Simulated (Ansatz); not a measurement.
**Ligand exchange: CuBr + C2H3F → CuF + C2H3Br**

Species: CuBr (copper(i) bromide), singlet; C2H3F `C=CF`, singlet; CuF (fluorocopper), singlet; C2H3Br (vinyl bromide) `C=CBr`, singlet. The partners trade Br for F: Cu–Br and C–F bonds give way to Cu–F and C–Br.

Shapes, held fixed at every level: PBE0-D4/def2-TZVP. Programs: Ansatz 0.2.0. The zero-point and thermal change to 298 K, harmonic and unscaled (PBE0-D4/def2-TZVP), is -3.2 kJ/mol.

| level | kind | ΔH(298 K) (kJ/mol) | CPU time (sum over the molecules) |
| --- | --- | --- | --- |
| HF/def2-SVP | Hartree–Fock | +157.4 | – |
| HF/def2-TZVPP | Hartree–Fock | +138.9 | – |
| SPW92/def2-TZVPP | LDA | +109.6 | 5.4 s |
| PBE-D4/def2-TZVPP | GGA | +95.4 | 10 s |
| B3LYP-D4/def2-TZVPP | global hybrid | +102.6 | 14 s |
| BHLYP-D4/def2-TZVPP | global hybrid | +119.1 | 12 s |
| wB97M-V/def2-TZVPP | range-separated hybrid | +107.4 | 39 s |

wB97M-V/def2-TZVPP gives ΔH(298 K) = +107.4 kJ/mol; the levels span +95.4 to +157.4. The median of the levels is +109.6. No measured value is set beside it here. Relativity is left out for Br unless named. Times are processor times on shared x86 and Arm servers, and rough.
